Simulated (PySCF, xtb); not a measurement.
Al(Cl)(Br)(OMe) (CH3AlBrClO), SMILES C[O][Al]([Cl])[Br].

xtb with GFN2-xTB at its own geometry gives an orbital gap of 4.15 eV and a dipole moment of 4.58 D.

Geometry: TPSSh-D3(BJ)/def2-SVP. The structure was generated by enumeration; whether it is a known compound was not checked. One conformer was computed; it need not be the lowest.

### Question
What does PySCF with ωB97X/def2-TZVP give? (Estimate from the structure and the level; the computed values follow.)

### Answer
gap 11.98 eV (levels -11.03 and 0.94 eV), dipole 1.85 D.
